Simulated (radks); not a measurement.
The numbers below are computed, except where a source is named.
Ionisation of the antimony ion Sb2+, [Kr] 4d10 5s2 5p1, to Sb3+, [Kr] 4d10 5s2, under several functionals. Scalar-relativistic Kohn-Sham, spin-polarised, spherical densities, finite nucleus; open shells are filled with parallel spins first (spin-orbit coupling, left out, can overturn this in heavy ions); a radial shooting solver on a logarithmic mesh with Libxc functionals.

| functional | E(Sb2+) (hartree) | Exc (hartree) | IE (eV) | -e(HOMO) (eV) | <r> HOMO (bohr) | IE error (eV) |
|---|---|---|---|---|---|---|
| exchange-only PBE | -6477.74246 | -166.92211 | 23.905 | 19.759 | 2.528 | -1.419 |
| Wu-Cohen GGA | -6479.62041 | -168.83134 | 24.733 | 20.600 | 2.479 | -0.591 |
| B86b exchange with PBE correlation | -6481.11207 | -170.33756 | 24.684 | 20.540 | 2.490 | -0.640 |
| AM05 | -6475.13760 | -164.31598 | 24.655 | 20.528 | 2.479 | -0.668 |
| OLYP | -6482.92903 | -172.27440 | 24.386 | 20.319 | 2.490 | -0.938 |
| PBEsol | -6477.56050 | -166.75214 | 24.699 | 20.576 | 2.481 | -0.624 |
| MS2 meta-GGA | -6480.27722 | -169.35344 | 24.581 | 20.503 | 2.494 | -0.743 |
| BP86 | -6481.52926 | -170.75508 | 24.834 | 20.684 | 2.479 | -0.489 |

NIST Atomic Spectra Database: 25.324 eV (measured). Closest: BP86. The Delta-SCF values span 0.93 eV, the total energies 7.79 hartree. The highest occupied level is 5p. Open shells are spherical and high-spin; term and fine-structure splittings are not resolved. Spin-orbit splitting is averaged out at the scalar-relativistic level.
